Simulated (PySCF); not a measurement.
Unknown compound

The spectra below were simulated for a compound C7H13NSi.

$^{1}$H NMR (400 MHz, computed): δ 4.18 (m, 1H), 2.65 (s, 6H), 1.92 (s, 3H), 1.79 (m, 1H), 1.26 (m, 1H), 0.44 (m, 1H).

$^{13}$C{$^{1}$H} NMR (computed): δ 88.7, 76.8, 43.8, 12.2, 6.2, 5.3.

Computed data (PySCF): GFN2-xTB geometry, σ from GIAO-PBE0/pcSseg-1. Non-relativistic Hamiltonian, equivalent nuclei averaged, no solvent, one conformer.

Scale: $^{1}$H, $^{13}$C against TMS (reference shieldings calculated alike).

Choose the structure that fits.
A. CC#C[Si]1(N(C)C)CC1
B. C#C[C@](C)(N[SiH3])C(=C)C
C. CC#C[C@@H]1C[Si@H]1N(C)C

Answers

C. 

Rings plus π bonds: 3 (1 ring in the answer). 6 carbon signals for 7 carbons: some carbons are equivalent by symmetry or fast rotation. Carbon types of the structure: 2 × C, 1 × CH, 1 × CH2, 3 × CH3, leaving 1 H on heteroatoms. δC 88.7, 76.8: alkyne carbon; sp carbons lie upfield of alkene carbons because the cylindrical π system leaves one tensor component strongly shielded. δC 43.8: methyl carbon bonded to N; pulled downfield by the heteroatom. δC 12.2, 6.2: three-membered-ring carbon; carbons of three-membered rings are unusually shielded. δC 5.3: propargylic methyl carbon; a saturated carbon with 1 carbon neighbour and no heteroatom attached. δH 2.65: hydrogen on a methyl carbon bonded to N; its carbon carries N, an electronegative neighbour.

The others: CC#C[Si]1(N(C)C)CC1 would give 5 carbon signals, not 6; C#C[C@](C)(N[SiH3])C(=C)C would give 7 carbon signals, not 6.

Shifts are as computed. Against solution values, carbons near 30 ppm lie about +3 ppm off and those near 130 ppm about +5 ppm. Of 1309 compounds with measured shifts, 239 miss one by over three times the rms of a fit or turn the order of signals round; such compounds aren't used in these exercises. Multiplicities follow the n + 1 count of equivalent neighbours, as no J values were calculated; m marks all less simple cases, F and P coupling included.
